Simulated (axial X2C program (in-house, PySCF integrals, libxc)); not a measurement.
**TeCl: nuclear properties from DFT to coupled cluster**

Calculated with an axial X2C code built on PySCF integrals: two-component X2C with atomic mean-field Coulomb and Gaunt terms, Gaussian nuclei, basis Te dyall-acv3z, Cl dyall-av3z with contracted cores.

R = 2.334 Å (near the PBE0 minimum at charge 0 of the determinant lowest at the starting distance; the state shown can have its own minimum elsewhere); state Ω = 3/2 (⟨Sz⟩ = 0.51, ⟨Lz⟩ = 0.99 at PBE0).

| level | Eeff magnitude (GV/cm) | Ws magnitude Te (kHz) | A∥/gI Te (MHz) | qzz Te (a.u.) | A∥/gI Cl (MHz) | μ (D) |
| --- | --- | --- | --- | --- | --- | --- |
| PBE0 | 1.79 | 0.728 | 575 | 10.67 | 42.4 | -1.59 |
| HF | 5.2 | 2.08 | 634 | 11.11 | 28 | -2.01 |
| B3LYP | 1.4 | 0.577 | 597 | 10.81 | 46 | -1.59 |

Eeff is the effective electric field on the electron electric dipole moment in this Ω state and Ws the scalar–pseudoscalar constant of the nucleus named (defined with the proton number Z and per Ω); A∥ (defined per Ω) follows by multiplying with gI = μI/(I μN); qzz is the electric field gradient, eQq0 = 234.96 MHz × Q/barn × qzz; μ is positive if the Cl end (last atom) is positive. The operators were transformed with the bare-nucleus X2C matrices; with these basis sets, hyperfine constants and field gradients can be off by tens of per cent, and where levels differ in sign neither size nor sign is settled.

Finite-field MP2, CCSD and CCSD(T), with 23 electrons correlated in 130 natural virtual spinors (MP2 remainder added):

| level | Eeff magnitude (GV/cm) | Ws magnitude Te (kHz) | A∥/gI Te (MHz) | qzz Te (a.u.) | A∥/gI Cl (MHz) | μ (D) |
| --- | --- | --- | --- | --- | --- | --- |
| MP2 | 0.37 | 0.134 | 521 | 10.60 | 30.4 | -1.75 |
| CCSD | 1.55 | 0.63 | 599 | 10.44 | 33.8 | -1.72 |
| CCSD(T) | 1.26 | 0.519 | 595 | 10.25 | 36.6 | -1.63 |

T1 = 0.012 (Lee–Taylor). One unrestricted determinant, the lowest of a limited PBE0 search, is the reference; the functionals treat spin collinearly. The sign of Eeff is opposite to CCSD(T) at MP2. Eeff spreads by more than a factor of two over the levels. Correlation of the inner shells is missing, which matters for properties at the nucleus. Number of frozen shells: Te 4 s, 3 p, 1 d; Cl 2 s, 1 p.

Task: By how much does correlation change each value, CCSD(T) against HF?

Result: Eeff magnitude -76 %; Ws magnitude Te -75 %; A∥/gI Te -6 %; qzz Te -8 %; A∥/gI Cl 31 %; μ -19 %.
